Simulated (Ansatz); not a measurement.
Two isomers of C3H8OSi: A = `CC(C)O[SiH]`, B = `C1C[SiH2]CO1`.

Computed with Ansatz on PBE0-D4/def2-TZVP structures; ΔE is electronic, products minus reactants. CCSD(T)/CBS is the MP2 limit (def2-TZVPP, def2-QZVPP) plus CCSD(T) − MP2 in def2-TZVPP, frozen cores. Functionals use def2-TZVPP. B3LYP here is the variant with VWN-RPA as its local correlation; programs differ in this. One conformer a species, not always the lowest.

Problem. Which isomer does CCSD(T)/CBS put lower? Give the gap. (Best estimate.)

Solution. Ansatz gave: A, by 4.9 kcal/mol.

Problem. Give E(B) − E(A) in kcal/mol with B3LYP, CCSD(T)/def2-SVP, PBE0-D4, B2PLYP, CCSD/def2-TZVPP, BLYP-D4, r2SCAN-D4. (Best estimate.)

Solution. The calculation gave: B3LYP 6.7, CCSD(T)/def2-SVP 8.1, PBE0-D4 0.5, B2PLYP 5.9, CCSD/def2-TZVPP 6.1, BLYP-D4 8.0, r2SCAN-D4 0.9. None reverses the order clearly.

Problem. Does the order hold for the free energy at 298.15 K (harmonic terms from PBE0-D4)? (Best estimate.)

Solution. Computed: Yes: G(B) − G(A) = +5.5 kcal/mol, for one conformer each.

Largest T1 diagnostic: 0.014.

From PBE to PBE0 (25 % exact exchange), in def2-TZVPP and without D4, E(B) − E(A) moves by −1.7 kcal/mol. In def2-TZVPP, CCSD(T) changes the Hartree–Fock value by −1.3 kcal/mol (the triples alone add −0.5 kcal/mol) and MP2 by −3.4 kcal/mol.
